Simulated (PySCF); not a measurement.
C2HF2O2, SMILES O=C(O)[C](F)F, multiplicity 2. Atoms are numbered in the order given.

```xyz
7

O     -1.2294     1.3231     0.0000
C     -0.1458     0.7681     0.0000
O      1.0521     1.4003     0.0000
C      0.0131    -0.6656     0.0000
F     -1.0186    -1.4682     0.0000
F      1.1703    -1.2825     0.0000
H      0.8495     2.3535     0.0000
```
Charge 0, spin multiplicity 2.

The structure is a stationary point at TPSSh-D3(BJ)/def2-SVP. The geometry has at least one imaginary mode, so it is a saddle point at that level. The isomer is the one that the SMILES or the coordinates give; other isomers of the formula were not compared. One conformer was computed; it need not be the lowest.

All values below come from PBE/def2-TZVP in PySCF.

The molecule is in vacuum.

Computed frontier levels, dipole moment and polarisability:
| Quantity | Value |
|---|---|
| α spin, highest occupied and lowest empty level | -5.45 and -0.18 eV |
| β spin, highest occupied and lowest empty level | -7.00 and -4.10 eV |
| dipole moment | 1.49 D |
| quadrupole, principal values (traceless, Buckingham form, about the centre of nuclear charge) | -9.24, 1.37, 7.88 D·Å |
| mean static polarisability | 34.1 bohr³ (5.05 Å³) |
| polarisability, principal values | 21.0, 37.7, 43.6 bohr³ |
| ⟨S²⟩ | 0.754 (pure state 0.75) |
